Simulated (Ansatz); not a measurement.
Species: AlH₃S, charge 0, singlet. AlH3S (SMILES [SH][AlH2]).
B3LYP-D3(BJ)/def2-TZVP minimum from Ansatz (an electronic-structure program):
```xyz
5

Al    -0.7016    -0.8662     0.1235
H     -0.1212    -2.2276     0.6550
H     -2.2113    -0.6261    -0.2525
S      0.7274     0.7787    -0.0916
H     -0.1860     1.6563    -0.5424
```

Total energies in cc-pV(T+d)Z, 12 correlated electrons, 10 frozen orbitals. UHF or UKS for unpaired electrons; spin-orbit terms are left out. Cores are frozen in correlated methods. No relativity.

```json
[
 {"method": "HF", "program": "Ansatz", "energy (Eh)": "-641.26072", "minus CCSDT(Q) (mEh)": "310.74"},
 {"method": "MP2", "program": "Ansatz", "energy (Eh)": "-641.52326", "minus CCSDT(Q) (mEh)": "48.21"},
 {"method": "CCSD", "program": "Ansatz", "energy (Eh)": "-641.55857", "minus CCSDT(Q) (mEh)": "12.89"},
 {"method": "CCSD(T)", "program": "Ansatz", "energy (Eh)": "-641.56991", "minus CCSDT(Q) (mEh)": "1.56"},
 {"method": "CCSDT(Q)", "program": "Ansatz", "energy (Eh)": "-641.57146", "minus CCSDT(Q) (mEh)": "0.00"}
]
```

Rough core times of Ansatz's runs on a shared machine: CCSD(T) under 20 s, CCSDT(Q) 9 min.
